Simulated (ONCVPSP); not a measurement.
## What one change does to a pseudopotential (Gd, ONCV)

| Item | Value |
| --- | --- |
| Element | gadolinium (Gd) |
| Generator | ONCVPSP 4.0.1 |
| Type | optimised norm-conserving Vanderbilt (ONCV) |
| Functional | PW91 |
| Relativity | scalar-relativistic |
| Frozen core | [Kr] 4d10 |
| Valence charge | 18 |
| Reference configuration | 4f6 5s2 5p6 5d2 6s2 |
| Partial waves | 5s+6s: rc 2.35 bohr, ncon 3, nbas 6, qcut 4.3 1/bohr, 2 projectors; 5p: rc 2.30 bohr, ncon 3, nbas 6, qcut 6.8 1/bohr, 2 projectors, debl 2.4 Ha; 5d: rc 2.25 bohr, ncon 5, nbas 10, qcut 4.6 1/bohr, 1 projector; 4f: rc 1.35 bohr, ncon 5, nbas 9, qcut 12 1/bohr, 3 projectors, debl 0.6 Ha |
| Local potential | polynomial inside 1.25 bohr (lpopt 1, dvloc0 2 Ha) |
| Core correction | none |

All-electron outer shells of the reference configuration (PW91, scalar-relativistic, ld1.x):

| shell | level (eV) | outermost node (bohr) | outermost maximum (bohr) |
| --- | --- | --- | --- |
| 4d | -155.45 | 0.27 | 0.56 |
| 5s | -53.37 | 0.65 | 1.18 |
| 5p | -30.09 | 0.70 | 1.34 |
| 4f | -15.32 | – | 0.56 |
| 6s | -4.45 | 1.57 | 3.25 |
| 5d | -3.62 | 0.78 | 1.85 |

Change: all radii scaled by about 1.23 (s 2.88, p 2.82, d 2.76, f 1.66 bohr); local potential polynomial inside 1.54 bohr (lpopt 1, dvloc0 2 Ha).

Cutoffs: the cutoffs (Ha) at which the residual kinetic energy of the hardest occupied pseudo-wave falls to 1 and 0.1 mHa per electron; they do not see the model core or the augmentation charge, which bear on the density cutoff. Errors are all-electron minus pseudo energies relative to the spin-unpolarised reference configuration.

Task: Predict the effect on cutoff, ghosts and configuration errors.

Result: The potential gets softer (71 Ha and 167 Ha → 59 Ha and 64 Ha); of the 4 tests that both files solve, the error grows in 4 and shrinks in 0 by more than 15 % and 0.3 meV (median size 203.4 → 476.2 meV); neither file shows a bound ghost. A larger radius leaves more room for a smooth pseudo-wave, so fewer plane waves are needed. More of the atom is replaced by a form fitted at one configuration, so other configurations suffer.

```tsv
quantity	base	changed
cutoff, loose	71 Ha	59 Ha
cutoff, tight	167 Ha	64 Ha
loose cutoff by channel	s 4.4 Ha, p 11 Ha, d 8.7 Ha, f 71 Ha	s 4.7 Ha, p 7.9 Ha, d 8.2 Ha, f 59 Ha
bound ghosts	none	none
GHOST(+) flags under 300 eV	none	none
error for 4f7 5s2 5p6 5d1 6s2, meV [ΔE -8.92 eV]	+171	+405
error for 4f7 5s2 5p6 5d1 6s1, meV [ΔE -2.23 eV]	+210	+446
error for 4f7 5s2 5p6 5d1 6s0, meV [ΔE 9.89 eV]	+269	+506
error for 4f7 5s2 5p5 5d1 6s2, meV [ΔE 23.43 eV]	+197	+522
```
